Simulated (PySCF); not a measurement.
**Computed structure and properties of [Eu(H2O)3]3+**

System: [Eu(H2O)3]3+ (singlet in the valence; each metal's 4f electrons, 6 of them, lie in its core potential, out of spins and levels; a saddle point, relaxed within its symmetry); start: template (D3h). Method: PySCF 2.14.0, RKS PBE0, Eu lcecp-1-SVP with ECP52, O def2-SVP, H def2-SVP; non-relativistic Hamiltonian with scalar-relativistic core potentials where named; density fitting; no spin-orbit coupling.

Input of the relaxation:

```python
mol = gto.M(atom='''
Eu    -0.00000     0.00000     0.00000
O      2.48502    -0.00001    -0.00000
H      3.07498    -0.00002     0.77000
H      3.07498    -0.00002    -0.77000
O     -1.24250     2.15209    -0.00000
H     -1.53748     2.66302     0.77000
H     -1.53748     2.66302    -0.77000
O     -1.24252    -2.15208     0.00000
H     -1.53751    -2.66301     0.77000
H     -1.53751    -2.66301    -0.77000''',
    basis={'Eu': 'lcecp-1-SVP', 'O': 'def2-SVP', 'H': 'def2-SVP'},
    ecp={'Eu': 'lcecp-1-SVP'},
    charge=3, spin=0)
mf = dft.RKS(mol, xc='PBE0')
mf.grids.atom_grid = (50, 194)  # f atoms: unpruned, at least (60, 302)
mf = mf.density_fit()  # fitting sets: Eu AutoAux, O def2-universal-JKFIT, H def2-universal-JKFIT
mf.conv_tol = 1e-08; mf.max_cycle = 55
mf.kernel(dm0)  # dm0: converged density of the start geometry
# quasi-Newton relaxation in Cartesian coordinates to a largest gradient under 0.00045 Eh/bohr, steps kept in the point group
```

Run from Python with OMP_NUM_THREADS=2; the lines above give its settings. Where DIIS fails, smearing, a level shift and second-order steps follow.
It took 98 s on 2 threads of Intel(R) Xeon(R) Processor @ 2.50GHz (Skylake/Cascade Lake), with other jobs on the host, from the converged density of the start.

Course of the relaxation:

```json
{"step": "0", "energy above end (eV)": "0.4207", "largest force component within the symmetry (eV/Å)": "2.154"}
{"step": "1", "energy above end (eV)": "0.2077", "largest force component within the symmetry (eV/Å)": "0.814"}
{"step": "2", "energy above end (eV)": "0.0371", "largest force component within the symmetry (eV/Å)": "0.421"}
{"step": "3", "energy above end (eV)": "0.0071", "largest force component within the symmetry (eV/Å)": "0.398"}
{"step": "4", "energy above end (eV)": "0.0001", "largest force component within the symmetry (eV/Å)": "0.050"}
{"step": "5", "energy above end (eV)": "0.0000", "largest force component within the symmetry (eV/Å)": "0.002"}
```

Relaxed geometry (D3h):

```xyz
10

Eu    0.0000    0.0000    0.0000
O     2.3045    0.0000    0.0000
H     2.9218    0.0000    0.7707
H     2.9218    0.0000   -0.7707
O    -1.1522    1.9958    0.0000
H    -1.4609    2.5303    0.7707
H    -1.4609    2.5303   -0.7707
O    -1.1523   -1.9958    0.0000
H    -1.4609   -2.5303    0.7707
H    -1.4609   -2.5303   -0.7707
```

```tsv
contact	Å
Eu1–O2 (H2O)	2.305
Eu1–O5 (H2O)	2.305
Eu1–O8 (H2O)	2.305
```

On the finer grid (75, 302):

* HOMO: -24.92 eV
* LUMO: -17.26 eV
* Dipole about the centre of mass: 0.00 D
* Set of Mulliken populations of Eu1 outside the core potential: s 2.12, p 6.15, d 0.66, f 0.05
* D3(BJ) dispersion energy (not in the energies): -0.119 eV

```json
{"atom": "Eu1", "Mulliken (e)": "2.03", "Löwdin (e)": "1.72", "spin (e)": "0.00"}
{"atom": "O2", "Mulliken (e)": "-0.33", "Löwdin (e)": "0.01", "spin (e)": "0.00"}
{"atom": "H3", "Mulliken (e)": "0.33", "Löwdin (e)": "0.21", "spin (e)": "0.00"}
{"atom": "H4", "Mulliken (e)": "0.33", "Löwdin (e)": "0.21", "spin (e)": "0.00"}
{"atom": "O5", "Mulliken (e)": "-0.33", "Löwdin (e)": "0.01", "spin (e)": "0.00"}
{"atom": "H6", "Mulliken (e)": "0.33", "Löwdin (e)": "0.21", "spin (e)": "0.00"}
{"atom": "H7", "Mulliken (e)": "0.33", "Löwdin (e)": "0.21", "spin (e)": "0.00"}
{"atom": "O8", "Mulliken (e)": "-0.33", "Löwdin (e)": "0.01", "spin (e)": "0.00"}
{"atom": "H9", "Mulliken (e)": "0.33", "Löwdin (e)": "0.21", "spin (e)": "0.00"}
{"atom": "H10", "Mulliken (e)": "0.33", "Löwdin (e)": "0.21", "spin (e)": "0.00"}
```

The 4f levels lie in the core potential and are missing. Their spin isn't counted.

On the grid (50, 194), as all that follows. Harmonic modes: 4 unstable, so a saddle point once the symmetry is let go (counted below −25 cm⁻¹); lowest -200 cm⁻¹ (negative: unstable), highest 3615 cm⁻¹, zero-point energy 1.971 eV.

Taking off one H2O (charge 0, singlet; the rest: singlet) in vacuum, both parts rigid, costs 3.66 eV; the small basis without counterpoise inflates it. Parting with an electron moved from the ligand to the metal can be far cheaper, even downhill.

Rigid scan of H2O along the line from its metal:

distance to O2 (Å), energy (eV) and a bar:
```
     2.00      0.672 ##############################
     2.10      0.256 ###########
     2.20      0.055 ##
     2.30      0.000 
     2.40      0.041 ##
     2.50      0.144 ######
     2.70      0.448 ####################
```

One start shape was tried, so this needn't be the lowest isomer.

An lcecp potential fixes the number of 4f electrons, so in runs with it no electron can move into or out of that shell.
